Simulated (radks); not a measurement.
Values are calculated unless marked as measured or tabulated.
Valence configurations of neutral gallium (all share [Ar]). Level of theory: scalar-relativistic Kohn-Sham, BLYP, spin-polarised, spherical densities, finite nucleus; open shells are filled with parallel spins first; Fermi nuclear charge, rms radius 3.9973 fm (a radial shooting solver on a logarithmic mesh with Libxc functionals). Energies are relative to 3d10 4s2 4p1; eigenvalues in eV for spin up.

valence,E (eV),moment (Bohr magnetons),e(3d),e(4p),e(4s)
3d10 4s2 4p1,0.000,1,-18.988,-2.702,-9.095
3d10 4s1 4p2,5.450,3,-20.573,-3.665,-10.491
3d10 4p3,12.393,3,-22.230,-4.331,-
3d9 4s2 4p2,19.478,3,-28.346,-4.149,-11.694
3d9.5 4s2 4p1.5,8.916,2,-23.590,-3.437,-10.426
3d9.5 4p3.5,22.851,3,-26.825,-4.904,-
3d10 4s1.5 4p1.5,2.831,2,-19.836,-3.216,-9.843
3d8 4s2 4p3,45.783,5,-38.326,-5.536,-14.101
3d8 4s1.5 4p3.5,49.932,5,-39.166,-5.905,-14.629
3d9.5 4s1.5 4p2,11.842,3,-24.345,-3.904,-11.090

NIST lists [Ar] 3d10 4s2 4p1 as the ground configuration; this level of theory agrees among the configurations tried. The energies are those of spherical high-spin densities, not of single terms.
